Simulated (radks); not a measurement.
The boron ion B2+ inside a hard spherical wall (all orbitals vanish at R), configuration held at [He] 2s1 and not refilled when levels cross. Calculated with a radial shooting solver on a logarithmic mesh with Libxc functionals: scalar-relativistic Kohn-Sham, LDA (Slater exchange, Perdew-Wang correlation), spin-polarised, spherical densities, point nucleus; open shells are filled with parallel spins first. Eigenvalues in eV for spin up, with the zero of energy where the potential of the charges vanishes at infinity; a dash marks a level that is unbound or too diffuse for the functional's potential to be trusted. A positive occupied level is held by the wall or, in an anion where self-interaction has pushed it up, behind a barrier. The pressure on the wall is -dE/dV.

R (bohr) = free: E (hartree) -23.14228; kinetic (hartree) 23.030; e(1s) -209.33; e(2s) -32.369; e(2p, empty) -26.490; e(3s, empty) -10.425; pressure (GPa) 0
R (bohr) = 20: E (hartree) -23.14228; kinetic (hartree) 23.030; e(1s) -209.33; e(2s) -32.369; e(2p, empty) -26.490; e(3s, empty) -10.425; pressure (GPa) < 0.0001
R (bohr) = 12: E (hartree) -23.14228; kinetic (hartree) 23.030; e(1s) -209.33; e(2s) -32.369; e(2p, empty) -26.490; e(3s, empty) -10.423; pressure (GPa) < 0.0001
R (bohr) = 7: E (hartree) -23.14227; kinetic (hartree) 23.030; e(1s) -209.33; e(2s) -32.369; e(2p, empty) -26.489; e(3s, empty) -9.810; pressure (GPa) 0.000653
R (bohr) = 6: E (hartree) -23.14221; kinetic (hartree) 23.031; e(1s) -209.32; e(2s) -32.365; e(2p, empty) -26.483; e(3s, empty) -8.711; pressure (GPa) 0.0121
R (bohr) = 4: E (hartree) -23.13254; kinetic (hartree) 23.109; e(1s) -208.92; e(2s) -31.944; e(2p, empty) -25.992; e(3s, empty) 2.876; pressure (GPa) 3.26
R (bohr) = 2: E (hartree) -22.41744; kinetic (hartree) 25.463; e(1s) -201.47; e(2s) -9.800; e(2p, empty) -8.674; e(3s, empty) 131.84; pressure (GPa) 926
R (bohr) = 1.5: E (hartree) -20.85891; kinetic (hartree) 29.127; e(1s) -194.08; e(2s) 35.204; e(2p, empty) 20.222; e(3s, empty) 301.12; pressure (GPa) 5820
